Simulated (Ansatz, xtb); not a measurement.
Species: PH$_{4}$, charge -1, multiplicity 1. Whether it binds its extra electron was not tested at this geometry. 
Geometry from a B3LYP-D3(BJ)/def2-TZVP (Ansatz, an electronic-structure program) optimisation:
```
P
H 1 1.4148
H 1 1.4148 2 101.18
H 1 1.7171 2 84.96 3 83.84
H 1 1.7171 2 84.96 4 -167.67
```
Charge -1, spin multiplicity 1.

Harmonic wavenumbers from GFN2-xTB (xtb, at its own minimum), cm⁻¹: 760, 1140, 1204, 1207, 1377, 1383, 1721, 2219, 2302.

**Question.** Give the harmonic wavenumbers at B3LYP-D3(BJ)/def2-TZVP (Ansatz, finite differences of forces, unscaled).

**Answer.** 618, 729, 959, 978, 1128, 1152, 1276, 2336, 2372 cm⁻¹. Zero-point energy 16.5 kcal/mol.

**Question.** From these and the geometry, give the ideal-gas thermochemistry at 298.15 K and 1 atm (rigid rotor, harmonic oscillator).

**Answer.** Point group C2v, rotational symmetry number 2. Rotational constants 126.4, 68.1, 61.34 GHz. S(trans) 36.59, S(rot) 15.68, S(vib) 1.04, S(elec, spin only) 0.00, S 53.3 cal/(mol K). H(298) - H(0) 2.61 kcal/mol; G - E(el) 3.2 kcal/mol.
